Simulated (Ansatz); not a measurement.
Gas-phase reaction R1 → P1 + P2, each structure at its B3LYP-D3(BJ)/def2-SVP stationary point, reached from a drawn start (curvature not checked).
R1, C5H14AgN3Si2 (SMILES Cn1ccn(C)[c]1=[Ag][N]([SiH3])[SiH3]) (charge 0, multiplicity 1, Z-matrix in Å and degrees):
```
Ag
N 1 2.0662
Si 2 1.7175 1 116.62
Si 2 1.7175 3 126.05 1 169.30
H 4 1.5021 2 112.08 3 30.53
H 3 1.5021 2 112.05 4 -29.89
H 3 1.5032 6 107.19 2 122.47
H 4 1.5034 5 107.18 2 -122.42
H 3 1.5061 6 105.95 7 111.45
H 4 1.5062 5 105.94 8 -111.44
C 1 2.0777 4 151.48 5 -145.62
N 11 1.3589 1 127.78 4 -175.51
N 11 1.3589 12 104.55 1 -179.63
C 13 1.3856 11 111.20 12 0.08
C 14 1.3614 13 106.53 11 -0.06
H 15 1.0864 14 130.89 13 -179.90
H 14 1.0864 15 130.89 16 0.00
C 12 1.4547 11 124.61 13 -179.96
H 18 1.0969 12 108.50 11 -1.71
H 18 1.1000 19 109.12 12 120.22
H 18 1.1002 19 109.14 20 119.42
C 13 1.4548 11 124.61 12 -179.99
H 22 1.0969 13 108.51 11 1.49
H 22 1.1000 23 109.11 13 -120.23
H 22 1.1001 23 109.15 24 -119.42
```
P1, AgH6NSi2 (SMILES [SiH3][N]([SiH3])[Ag]) (charge 0, multiplicity 1):
```xyz
10

Ag     0.007    -1.036     2.395
N      0.000    -0.123     0.536
Si     1.554     0.116    -0.184
Si    -1.555     0.057    -0.200
H      1.417     0.960    -1.413
H      2.241    -1.156    -0.588
H      2.494     0.804     0.759
H     -2.189    -1.239    -0.612
H     -2.531     0.708     0.733
H     -1.437     0.908    -1.427
```
P2, C5H8N2 (SMILES CN1[C]N(C)C=C1) (charge 0, multiplicity 1):
```tsv
atom	x (Å)	y (Å)	z (Å)
C	-0.0004	-0.0050	-0.9788
C	-2.4327	0.2079	-0.5675
N	-1.0596	0.0906	-0.1198
C	-0.6773	0.0639	1.2164
C	0.6782	-0.0532	1.2164
N	1.0594	-0.0925	-0.1198
C	2.4322	-0.2124	-0.5675
H	-3.0419	-0.6341	-0.2004
H	-2.4276	0.1980	-1.6639
H	-2.8847	1.1496	-0.2159
H	-1.3838	0.1281	2.0406
H	1.3852	-0.1110	2.0406
H	3.0391	0.6378	-0.2158
H	2.4256	-0.2212	-1.6639
H	2.8880	-1.1464	-0.2005
```

P less R. No zero-point or thermal terms; singlets are restricted closed shells; no spin–orbit coupling. One arrangement of each flexible species, with no search for the lowest. The spin states of the d-block species are the ones drawn and need not be the lowest.

Cores are frozen in the correlated methods.

Codes used: Ansatz (Gaussian basis) for Hartree–Fock, density functionals and correlated methods. Each number belongs to the level named beside it. Elements past Kr take the def2 small-core potentials, without spin–orbit coupling.

Total energies in hartree:

```csv
structure,PBE/def2-TZVPP,PBE0/def2-TZVPP,CCSD(T)/def2-SVP
R1,-1088.639684,-1088.707031,-1086.158622
P1,-784.023471,-784.069974,-782.360729
P2,-304.524593,-304.548525,-303.709194
```

Q: Work out the reaction energy at each level in kcal/mol (1 hartree = 627.50947 kcal/mol), and say how far PBE/def2-TZVPP lies from CCSD(T)/def2-SVP.

A: 
- PBE/def2-TZVPP: (-784.023471) + (-304.524593) − (-1088.639684) = 0.091620 hartree = 57.49 kcal/mol
- PBE0/def2-TZVPP: (-784.069974) + (-304.548525) − (-1088.707031) = 0.088532 hartree = 55.55 kcal/mol
- CCSD(T)/def2-SVP: (-782.360729) + (-303.709194) − (-1086.158622) = 0.088699 hartree = 55.66 kcal/mol
PBE/def2-TZVPP less CCSD(T)/def2-SVP: 1.83 kcal/mol. CCSD(T)/def2-SVP is the level counted from, the highest shown, and no exact or measured value.

Ansatz is a first-principles code.
